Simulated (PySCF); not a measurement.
Species: C₇H₅F₂ (doublet state).
Structure used (GFN2-xTB), in Å, numbered top down from 1:
```
atom  x, y, z in Å
C1     2.327    0.067   -0.016
C2     0.951    0.018   -0.011
C3     0.246   -1.179   -0.330
C4    -1.124   -1.225   -0.323
C5    -1.856   -0.086    0.000
F6    -3.198   -0.138    0.005
C7    -1.194    1.103    0.319
F8    -1.910    2.197    0.632
C9     0.174    1.166    0.316
H10    2.913   -0.799   -0.260
H11    2.852    0.973    0.226
H12    0.814   -2.061   -0.580
H13   -1.658   -2.131   -0.564
H14    0.662    2.094    0.565
```

The hyperfine couplings belong to this conformer and change with its torsions.

Identity: `[CH2]c1ccc(F)c(F)c1` [radical].

Method: UKS B3LYP, pcH-1 on C F H, non-relativistic, mean-field spin-orbit, GIAO (PySCF). Isolated species at its GFN2-xTB geometry, gas phase. Couplings are sensitive to structure, and on GFN2-xTB geometries they can be far from those on DFT ones. Stability of the SCF solution: not tested. ⟨S²⟩ is 0.782 where a pure state has 0.75.

Problem. Give the principal g shifts and their parts.

Solution. 
```csv
Δg (ppm),1,2,3
relativistic mass correction,-155,-155,-155
gauge correction,2,42,28
orbital Zeeman/spin–orbit,-24,796,1074
total,-177,683,947
```

So g = 2.00214, 2.00300, 2.00327 and g_iso = 2.00280; the tensor is rhombic: the two nearest values differ by 24 % of g3 − g1. Axes: g1 is normal to the molecular plane and g2 points within 8° of the C5–F6 bond.

Problem. What are the electron Larmor frequencies g μB B/h along the three axes at 1200 mT?

Solution. 33.6270, 33.6414, 33.6458 GHz for g1, g2 and g3, a range of 18.9 MHz.

Problem. At 9.655 GHz, how far is the centre of the isotropic spectrum from where a free electron (g = 2.002319) resonates?

Solution. B = hν/(g μB) with μB/h = 13.99624 MHz/mT gives 344.51 mT for the free electron and 344.43 mT at g_iso, 0.08 mT lower.

Problem. In a frozen sample, at which fields do the three g values resonate at 9.5, 34, 94 and 263 GHz (hyperfine left aside), and which band first spreads them over more than twice a line width of 0.3 mT?

Solution. 
```
band    GHz  B(g3) mT  B(g2) mT  B(g1) mT  spread mT
   X    9.5    338.82    338.87    339.01       0.19
   Q   34.0   1212.63   1212.79   1213.31       0.68
   W   94.0   3352.57   3353.01   3354.45       1.88
   J  263.0   9380.06   9381.30   9385.32       5.27
```

The spread grows in proportion to the frequency. Q band is the first where it exceeds 0.6 mT.

The Mulliken spin populations are largest on C1 (+0.75), C5 (+0.27), C3 (+0.26) and C9 (+0.24). Four atoms exceed +0.15. The angles at C1 add up to 360.0°, so it is planar; its axial dipolar tensor and the negative couplings of its protons fit spin in a p orbital normal to that plane.

The HOMO–LUMO gaps are 4.62 eV among the α and 4.52 eV among the β orbitals.
